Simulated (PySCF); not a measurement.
PySCF 2.14 output of a UHF calculation on a single atom or ion in aug-cc-pVDZ-DK (7s6p4d2f, 59 functions), with scalar relativity by spin-free X2C-1e:

```
SCF conv_tol = 1e-09
number electrons alpha = 15  beta = 11
cycle= 1 E= -1271.26783009473  delta_E= -0.00574  |g|= 0.025  |ddm|= 0.0413
cycle= 2 E= -1271.26795789595  delta_E= -0.000128  |g|= 0.00468  |ddm|= 0.00743
cycle= 3 E= -1271.26796653536  delta_E= -8.64e-06  |g|= 0.00235  |ddm|= 0.00897
cycle= 4 E= -1271.26796879758  delta_E= -2.26e-06  |g|= 0.000965  |ddm|= 0.00402
cycle= 5 E= -1271.26797058692  delta_E= -1.79e-06  |g|= 0.000165  |ddm|= 0.00331
cycle= 6 E= -1271.26797060733  delta_E= -2.04e-08  |g|= 3.09e-05  |ddm|= 0.000685
cycle= 7 E= -1271.26797060877  delta_E= -1.44e-09  |g|= 7.33e-06  |ddm|= 0.00019
cycle= 8 E= -1271.26797060886  delta_E= -8.96e-11  |g|= 7.93e-07  |ddm|= 4.71e-05
converged SCF energy = -1271.26797060886  <S^2> = 6.0050712  2S+1 = 5.0020281
```

The run itself started from symmetry-adapted Hartree-Fock orbitals and held the occupation by maximum overlap, so the iterations belong to that start.

**Question.** Which element, charge and spin multiplicity is this?

**Answer.** Fe (iron, neutral), multiplicity 5; the state was [Ar] 3d7 4s1, high-spin 5F determinant (an excited configuration).
